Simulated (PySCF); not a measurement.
C5H10N2Si2.
Atom-mapped SMILES: `[NH2:1][Si@@H:2]([SiH3:3])[c:4]1[cH:5][cH:6][n:7][cH:8][cH:9]1` (hydrogens: H10, H11 on N1; H12 on Si2; H13, H14, H15 on Si3; H16 on C5; H17 on C6; H18 on C8; H19 on C9)

Method: PBE0-D3(BJ)/def2-SVP geometry optimisation, gas phase (PySCF 2.14.0); density fitting, grid level 1; the optimiser is geomeTRIC in internal coordinates, started from a GFN2-xTB structure with every atom displaced at random (about 0.01 Å).

Step 0: E = -24056.4875 eV
```
atom  x, y, z in Å  |  force x, y, z in eV/Å
N1     -1.2636    1.8322   -1.0484   -1.738   0.813  -1.053
Si2    -1.1921    0.8065    0.3166    1.421  -0.077   0.182
Si3    -2.8271   -0.8162    0.0549    0.036  -0.079   0.463
C4      0.6033    0.1151    0.2232   -2.599   0.505   0.639
C5      1.3105   -0.1657    1.3597    0.328   0.210   1.615
C6      2.5755   -0.7013    1.2451    0.564  -0.289   0.028
N7      3.1467   -0.9990    0.0846    0.238   0.003  -0.218
C8      2.4523   -0.7408   -1.0149   -0.792   0.243   1.111
C9      1.1624   -0.1951   -0.9730    1.090  -0.456  -2.067
H10    -0.5607    2.5369   -1.2002    0.428   0.189   0.054
H11    -2.1844    2.2438   -1.3040    0.886  -0.491   0.177
H12    -1.2358    1.5272    1.6232   -0.227  -0.126   0.307
H13    -2.7000   -1.5928   -1.1734    0.244  -0.264  -0.653
H14    -4.1653   -0.2168    0.0336   -0.529   0.353   0.003
H15    -2.8078   -1.7794    1.1756    0.064  -0.183   0.324
H16     0.9078    0.0769    2.3544    0.079  -0.115  -0.164
H17     3.1854   -0.9112    2.1180    0.096  -0.057   0.442
H18     2.9177   -0.9912   -1.9371    0.499  -0.251  -1.151
H19     0.6350   -0.0183   -1.9127   -0.089   0.072  -0.039
```

Step 1: E = -24056.7429 eV
```
atom  x, y, z in Å  |  force x, y, z in eV/Å
N1     -1.3161    1.9052   -1.0913    0.286   0.052   0.043
Si2    -1.1597    0.8845    0.2997    0.107  -0.118   0.083
Si3    -2.7628   -0.8144    0.0928   -0.020   0.051  -0.004
C4      0.5744    0.1339    0.2520   -0.036  -0.060  -0.221
C5      1.3102   -0.1872    1.3991   -0.034   0.099  -0.109
C6      2.5710   -0.7683    1.2590   -0.007  -0.015   0.006
N7      3.1226   -1.0529    0.0825   -0.015   0.024   0.057
C8      2.4215   -0.7603   -1.0099    0.225  -0.145  -0.324
C9      1.1599   -0.1770   -0.9892   -0.165   0.111   0.366
H10    -0.6514    2.6649   -1.2213   -0.121  -0.071  -0.012
H11    -2.2202    2.1389   -1.4756   -0.144   0.040  -0.024
H12    -1.3180    1.5313    1.6492    0.015   0.021  -0.029
H13    -2.5563   -1.5605   -1.1865   -0.002  -0.011  -0.007
H14    -4.1328   -0.2098    0.0777   -0.038  -0.024  -0.023
H15    -2.6904   -1.7755    1.2348    0.026  -0.001   0.020
H16     0.9190    0.0308    2.3954   -0.010  -0.004   0.059
H17     3.1643   -1.0098    2.1487    0.008  -0.018   0.004
H18     2.8942   -1.0099   -1.9748   -0.073   0.050   0.185
H19     0.6304    0.0468   -1.9169   -0.001   0.020  -0.070
```

Step 2: E = -24056.7481 eV
```
atom  x, y, z in Å  |  force x, y, z in eV/Å
N1     -1.3203    1.9061   -1.0920    0.015   0.001  -0.035
Si2    -1.1517    0.8833    0.2962   -0.003  -0.029   0.001
Si3    -2.7606   -0.8128    0.1014   -0.024   0.028   0.002
C4      0.5756    0.1351    0.2372   -0.023  -0.004  -0.081
C5      1.2972   -0.1813    1.3923    0.054  -0.038  -0.064
C6      2.5528   -0.7753    1.2586    0.044  -0.019   0.054
N7      3.1163   -1.0611    0.0878    0.027  -0.022  -0.015
C8      2.4356   -0.7636   -1.0172   -0.040   0.037   0.128
C9      1.1739   -0.1717   -0.9940   -0.065   0.045  -0.025
H10    -0.6648    2.6685   -1.2306   -0.022   0.017  -0.010
H11    -2.2353    2.1410   -1.4591    0.006   0.001   0.028
H12    -1.2976    1.5361    1.6429    0.015   0.007  -0.001
H13    -2.5581   -1.5663   -1.1750    0.003  -0.005   0.002
H14    -4.1380   -0.2214    0.0886   -0.003  -0.019  -0.012
H15    -2.6712   -1.7675    1.2488    0.012   0.004   0.008
H16     0.8975    0.0342    2.3876    0.013  -0.006  -0.005
H17     3.1348   -1.0299    2.1526    0.009  -0.001   0.000
H18     2.9174   -1.0061   -1.9731   -0.014   0.006   0.037
H19     0.6563    0.0634   -1.9278   -0.005  -0.004  -0.013
```

Task: Estimate the geometry and energy of step 3. (The exact step hangs on the optimiser's Hessian estimate; all steps are aligned on step 2, rigid shifts and turns removed.)

Result: E = -24056.7451 eV, largest force 0.321 eV/Å
```
atom  x, y, z in Å  |  force x, y, z in eV/Å
N1     -1.3325    1.9106   -1.0968   -0.163  -0.056  -0.075
Si2    -1.1444    0.8839    0.2869   -0.090   0.058  -0.023
Si3    -2.7602   -0.8088    0.1120   -0.014  -0.004   0.008
C4      0.5765    0.1350    0.2118   -0.001   0.030   0.060
C5      1.2929   -0.1868    1.3688   -0.014  -0.075   0.312
C6      2.5468   -0.7918    1.2708   -0.154   0.089  -0.175
N7      3.1162   -1.0715    0.1023    0.018  -0.026  -0.071
C8      2.4442   -0.7591   -1.0045   -0.023   0.044   0.027
C9      1.1817   -0.1616   -1.0130    0.182  -0.071   0.000
H10    -0.6888    2.6782   -1.2460    0.059   0.082  -0.002
H11    -2.2600    2.1472   -1.4370    0.098  -0.028   0.047
H12    -1.2700    1.5415    1.6325    0.005  -0.003   0.020
H13    -2.5649   -1.5718   -1.1605    0.007   0.000   0.008
H14    -4.1455   -0.2337    0.1052    0.026  -0.006   0.000
H15    -2.6473   -1.7546    1.2658   -0.004   0.007  -0.004
H16     0.8792    0.0258    2.3601   -0.004   0.012  -0.026
H17     3.1118   -1.0568    2.1731   -0.017   0.022  -0.021
H18     2.9407   -0.9956   -1.9485    0.060  -0.036  -0.140
H19     0.6835    0.0809   -1.9575    0.030  -0.038   0.054
```

The energy changes by +0.0030 eV. The first-order estimate −F·Δx gives -0.0092 eV and the mean of the old and new forces, exact on a quadratic surface, +0.0030 eV. The step makes an angle of 71° with the force vector and moves no atom by more than 0.044 Å. The energy falls at the start of this step and ends higher, so the step passed the lowest point of its straight line.

What follows is the cost of the whole optimisation. Hardware: one thread, Arm Neoverse N1 (aarch64), shared host with 64 logical CPUs at a one-minute load of 59. Cost: 5.1 min wall, 0.86 GiB resident at most.
